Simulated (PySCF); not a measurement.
Species: C₇H₉O₂ (doublet state).
Geometry (GFN2-xTB, Å), atoms numbered from 1 in this order:
```
atom  x, y, z in Å
C1     2.9702   -0.4305   -0.7331
O2     2.2053    0.3123    0.1946
C3     0.8552    0.2735    0.0552
C4     0.0683    1.0524    0.8184
C5    -1.4002    0.9373    0.7459
C6    -2.0269   -0.3798    1.1081
C7    -1.9186    0.0277   -0.3541
C8    -0.9206   -0.5653   -1.2164
O9     0.4133   -0.5612   -0.9044
H10    4.0083   -0.2548   -0.4589
H11    2.7932   -0.0899   -1.7572
H12    2.7452   -1.4988   -0.6695
H13    0.5193    1.7273    1.5221
H14   -1.9515    1.8384    0.9797
H15   -3.0097   -0.3791    1.5538
H16   -1.3752   -1.1655    1.4583
H17   -2.8467    0.2783   -0.8513
H18   -1.1378   -1.1159   -2.1096
```

The hyperfine couplings belong to this conformer and change with its torsions.

As a line formula: `COC1=C[C@@H]2C[C@@H]2[CH]O1` [radical].

Computed with UKS B3LYP, pcH-1 on C H O, non-relativistic, mean-field spin-orbit, GIAO (PySCF 2.14.0). Geometry: GFN2-xTB, one conformer, isolated molecule. A GFN2-xTB geometry isn't a minimum of the functional, and hyperfine couplings can be far from their values at a DFT geometry. No stability test was run, so a lower SCF solution isn't excluded.

Q: Give the principal g shifts and their parts.

A: 
```tsv
Δg (ppm)	1	2	3
relativistic mass correction	-184	-184	-184
gauge correction	-3	44	33
orbital Zeeman/spin–orbit	-63	739	1500
total	-250	598	1348
```

So g = 2.00207, 2.00292, 2.00367 and g_iso = 2.00288; the tensor is rhombic: the two nearest values differ by 47 % of g3 − g1. Axes: g3 points within 2° of the C8–H18 bond.

Q: At 9.712 GHz, how far is the centre of the isotropic spectrum from where a free electron (g = 2.002319) resonates?

A: B = hν/(g μB) with μB/h = 13.99624 MHz/mT gives 346.55 mT for the free electron and 346.45 mT at g_iso, 0.10 mT lower.

Q: What effective moment and Curie constant follow for a powder?

A: With the mean of g² = 4.0115 and S(S+1) = 0.75: μ_eff = √(⟨g²⟩S(S+1)) = 1.735 μB and χT = 0.12505·⟨g²⟩·S(S+1) = 0.376 cm³ K/mol (cgs; spin-Hamiltonian part alone).

Q: In a frozen sample, at which fields do the three g values resonate at 9.5, 34, 94 and 263 GHz (hyperfine left aside), and which band first spreads them over more than twice a line width of 0.3 mT?

A: 
```csv
band,GHz,B(g3) mT,B(g2) mT,B(g1) mT,spread mT
X,9.5,338.76,338.88,339.03,0.27
Q,34.0,1212.39,1212.84,1213.36,0.97
W,94.0,3351.90,3353.15,3354.57,2.68
J,263.0,9378.18,9381.69,9385.67,7.48
```

The spread grows in proportion to the frequency. Q band is the first where it exceeds 0.6 mT.

The largest Mulliken spin populations are on C8 (+0.87), C4 (+0.09), C6 (+0.08) and C7 (-0.08). No atom but C8 exceeds +0.15. The positive populations add up to 1.16 and the negative ones to -0.16, together 2S = 1. The angles at C8 add up to 359.8°, so it is planar; its axial dipolar tensor and the negative coupling of its proton fit spin in a p orbital normal to that plane.

The HOMO–LUMO gaps are 5.37 eV among the α and 4.37 eV among the β orbitals.

On Arm Neoverse N1, one thread, on a shared host, this took 2.7 min wall (with the writing of density and orbital grids) and 0.98 GiB of memory at its peak.
